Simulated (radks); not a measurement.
Spherical jellium clusters: N electrons in a uniform positive sphere of charge N and radius rs N^(1/3), rs = 3.36 bohr. Calculated with a radial shooting solver with Libxc functionals: non-relativistic Kohn-Sham, LDA (Slater exchange, Perdew-Wang correlation), spin-polarised, spherical densities. Levels are named by radial order and angular momentum (1s, 1p, 1d, 2s, ...), and open shells are averaged over m.

N = 11, configuration 1s2 1p6 1d(up 3, down 0). This is the lowest configuration that the search found. Occupied and some empty levels:

level,occupation,eigenvalue (eV),<r> (bohr)
1s up,1,-6.0484,4.846
1s down,1,-5.7397,4.699
1p up,3,-4.5478,5.892
1p down,3,-4.1480,5.857
1d up,3,-2.7588,6.830
1d down,0,-2.3431,6.908
2s up,0,-2.1893,6.604
2s down,0,-1.9657,6.770
1f up,0,-0.87022,8.075
2p up,0,-0.71223,9.661
2p down,0,-0.54650,10.23
1f down,0,-0.51215,8.444

Energy (eV): total -17.7337, kinetic 26.162, external -512.74, Hartree 249.51, exchange-correlation -45.037, background 264.37.
